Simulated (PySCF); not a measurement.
This PySCF input asks for the NMR shieldings of SMILES [NH3+][B@@H-](C1CC1)C(F)(F)F, C$_{4}$H$_{9}$BF$_{3}$N; the geometry comes from GFN2-xTB.

```python
import basis_set_exchange as bse
import numpy as np
from pyscf import gto, dft
from pyscf.prop import nmr

atoms = """
N    -1.418975   -1.184791    0.243264
B    -0.571374    0.208472    0.388182
C     0.806263   -0.006424   -0.393882
C     1.879669   -0.887677    0.196289
C     2.096832    0.586690    0.100802
C    -1.556052    1.266423   -0.383422
F    -2.806378    1.307162    0.178268
F    -1.808386    0.897503   -1.678457
F    -1.144993    2.540947   -0.442633
H    -2.315593   -1.099301    0.717196
H    -0.879852   -1.948411    0.641096
H    -1.576679   -1.361320   -0.747389
H    -0.485650    0.470117    1.537767
H     0.737713   -0.061681   -1.477286
H     1.712954   -1.307706    1.178049
H     2.446470   -1.533473   -0.458725
H     2.807713    0.956101   -0.622323
H     2.067560    1.163687    1.011548
"""
names = dict.fromkeys(["N", "B", "C", "F", "H"], "pcSseg-1")
basis = {el: gto.basis.parse(bse.get_basis(n, elements=[el], fmt="nwchem")) for el, n in names.items()}
mol = gto.M(atom=atoms, basis=basis, charge=0, verbose=0)
mf = dft.RKS(mol, xc="PBE0")
mf.grids.level = 2
mf.grids.alignment = dft.numint.BLKSIZE   # the property module wants whole blocks of grid points
mf.conv_tol = 1e-9
mf.kernel()

calc = nmr.RKS(mf)   # GIAO
C = mf.mo_coeff
Co = C[:, mf.mo_occ > 0]
resp = mf.gen_response(singlet=True, hermi=2)
def vind(x):   # induced exchange potential for any number of trial vectors
    d = np.einsum("pi,xij,qj->xpq", C, 2 * x.reshape(-1, C.shape[1], Co.shape[1]), Co, optimize=True)
    return np.einsum("xpq,pi,qj->xij", resp(d - d.transpose(0, 2, 1)), C, Co, optimize=True).ravel()
mo1, _ = nmr.rhf.solve_mo1(calc, with_cphf=vind)
sigma = calc.kernel(mo1)
for i, s in enumerate(sigma):   # ppm
    w = np.linalg.eigvalsh((s + s.T) / 2)
    print("%2d %-2s iso %8.1f  s11 %8.1f  s22 %8.1f  s33 %8.1f" % (i, mol.atom_pure_symbol(i), w.mean(), *w))
```

**Question.** Give the expected output.

**Answer.** 
```
 0 N  iso    220.6  s11    212.3  s22    217.8  s33    231.9
 1 B  iso    115.1  s11    103.7  s22    114.8  s33    126.9
 2 C  iso    186.2  s11    154.8  s22    178.6  s33    225.3
 3 C  iso    185.3  s11    155.8  s22    178.5  s33    221.6
 4 C  iso    181.0  s11    151.9  s22    176.5  s33    214.7
 5 C  iso     40.9  s11     27.7  s22     36.0  s33     59.0
 6 F  iso    253.7  s11    145.4  s22    267.5  s33    348.2
 7 F  iso    262.7  s11    159.1  s22    283.8  s33    345.3
 8 F  iso    258.7  s11    158.1  s22    283.8  s33    334.2
 9 H  iso     28.2  s11     20.9  s22     25.2  s33     38.6
10 H  iso     28.8  s11     21.6  s22     26.5  s33     38.2
11 H  iso     28.4  s11     23.3  s22     26.1  s33     35.7
12 H  iso     30.2  s11     28.1  s22     30.0  s33     32.7
13 H  iso     32.1  s11     25.1  s22     30.3  s33     40.9
14 H  iso     32.0  s11     26.3  s22     28.9  s33     40.9
15 H  iso     31.4  s11     25.5  s22     26.8  s33     42.1
16 H  iso     31.1  s11     25.3  s22     26.4  s33     41.5
17 H  iso     31.4  s11     25.5  s22     28.2  s33     40.4
```

These numbers come from an equivalent density-fitted implementation of the same equations, which agrees with the script to about 0.01 ppm for H and up to a few tenths of a ppm for heavy atoms, so last digits may differ.

Size and cost of the density-fitted run: 198 basis functions, 2.5 min wall time (110 s CPU) on 1 thread of an Intel Xeon, shared host; peak memory 0.91 GiB.
